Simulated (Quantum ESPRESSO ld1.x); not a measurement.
Q: These are the eigenvalues of the occupied orbitals of an atom or ion with whole-number occupations (eV). Calculated with ld1.x of Quantum ESPRESSO 7.5: non-relativistic Kohn-Sham, BLYP, spin-unpolarised, spherical densities, point nucleus.

| orbital | eigenvalue |
|---|---|
| 1s | -1560.707 |
| 2s | -148.862 |
| 2p | -111.909 |
| 3s | -28.987 |
| 3d | -12.309 |

Which element is it, and in what charge state? The configuration may be excited.

A: Z = 13, aluminium, charge +2: Al2+ in [He] 2s2 2p5 3s1 3d1. The list shows which subshells hold electrons but not how many an open one holds; the 1s level, -57.355 hartree, gives Z - s = 10.7 by -(Z - s)^2/2, which with screening narrows Z to a few neighbours, and the depths of the outer levels then fix element, charge and occupations together.
